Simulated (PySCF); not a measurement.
A structure optimised at B3LYP-D3(BJ)/def2-SVP, used in a PySCF frequency run:

```
C
H 1 1.1022
H 1 1.1031 2 107.50
C 1 1.5304 2 111.25 3 -120.10
H 4 1.0995 1 112.75 2 80.26
H 4 1.1013 5 108.26 1 123.52
C 1 1.5309 2 112.27 3 120.59
H 7 1.1022 1 112.27 2 -66.80
H 7 1.1031 8 107.50 1 -120.59
C 7 1.5304 8 111.25 9 -120.10
H 10 1.0995 7 112.75 8 80.26
H 10 1.1013 11 108.26 7 123.52
S 4 1.8496 5 109.12 6 118.60
```

Write its SMILES, formula and point group.

C1CCSC1, C4H8S, C2

What are its rotational constants (standard atomic weights)?

5.9713, 4.3043, 2.7586 GHz
